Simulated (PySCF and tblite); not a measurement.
Values are calculated unless marked as measured or tabulated.
C5H6O2, numbered as in [CH3:1][O:2][c:3]1[cH:4][cH:5][o:6][cH:7]1. Conformers came from 60 starts (ETKDG and KDG, MMFF94s, GFN2-xTB); geometries are PBE0-D3(BJ)/def2-SVP. Weights use PBE0-D3(BJ)/pcSseg-1 (IEF-PCM, chloroform) energies plus GFN2-xTB zero-point and thermal terms (modes under about 100 cm⁻¹ blended into free rotors). Symmetry numbers and mirror images are counted. Conformers within 3 kcal/mol (GFN2-xTB free energy) were kept, 2 at most. GIAO shieldings: PBE0/pcSseg-1 (IEF-PCM, chloroform). Shifts are against TMS (¹H), TMS (¹³C) at the same level. Run with PySCF (density fitting) and tblite.

Torsions listed: C1–O2–C3–C4.

| conformer | shape | point group | mirror pair | ΔE(DFT) | Δ(G−E) at 150 K | δ C4 (ppm) |
| --- | --- | --- | --- | --- | --- | --- |
| 1 | 179° | Cs | no | 0.00 | 0.00 | 109.5 |
| 2 | 0° | Cs | no | 1.43 | -0.05 | 104.7 |

Energies in kcal/mol; the thermal term leaves out symmetry numbers and mirror images.

Task: Work out the weights at 150 K and the ¹³C shift of C4 under fast exchange.

Result: RT = 0.298 kcal/mol. Each conformer gets RT ln(σ/g), with σ the rotational symmetry number and g = 2 for a mirror pair: 1: σ = 1, g = 1, G = 0.00 + 0.00 + 0.00 = 0.00, 0.00 above the lowest, exp(−ΔG/RT) = 1.000; 2: σ = 1, g = 1, G = 1.43 − 0.05 + 0.00 = 1.38, 1.38 above the lowest, exp(−ΔG/RT) = 0.010. The sum is 1.010, so the weights are 99.0, 1.0 %. The averaged shift is 109.5 ppm. At 298.15 K it is 109.1 ppm. At 298.15 K the leading conformer alone gives 109.5 ppm and bare DFT energies give 109.1 ppm.
